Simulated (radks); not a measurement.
Results of a calculation; reference values are marked as such.
The chlorine anion Cl-, [Ar], held by a Watson sphere: a shell of charge +1 at radius R that stands for the Madelung well of a crystal (potential energy -1/R inside, -1/r outside, in hartree with lengths in bohr). Level of theory: scalar-relativistic Kohn-Sham, LB94 model potential, spin-polarised, spherical densities, point nucleus (a radial shooting solver on a logarithmic mesh with Libxc functionals). Response by self-consistent Sternheimer equations with the Hartree and adiabatic LDA kernel, the relativistic mass of each level held fixed and spin-orbit coupling left out. The sphere does not respond.

R (bohr)  e(2p) (eV)  e(3s) (eV)  e(3p) (eV)  <r> 3p (bohr)  sum of <r^2> (bohr^2)  X-ray form factor at sin(theta)/lambda = 0.3 1/angstrom  alpha (bohr^3)
2.07         -205.74     -25.447     -13.783          1.877                  32.79                                                    9.619           17.55
3.12         -204.39     -23.266     -11.792          1.962                  35.70                                                    9.597           23.57
3.24         -204.21     -23.055     -11.586          1.968                  35.92                                                    9.598           24.21
3.45         -203.91     -22.704     -11.239          1.977                  36.26                                                    9.600           25.27
3.68         -203.59     -22.345     -10.882          1.985                  36.58                                                    9.601           26.35
3.95         -203.23     -21.955     -10.493          1.992                  36.88                                                    9.602           27.49
4.34         -202.75     -21.448      -9.985          2.000                  37.21                                                    9.603           28.90
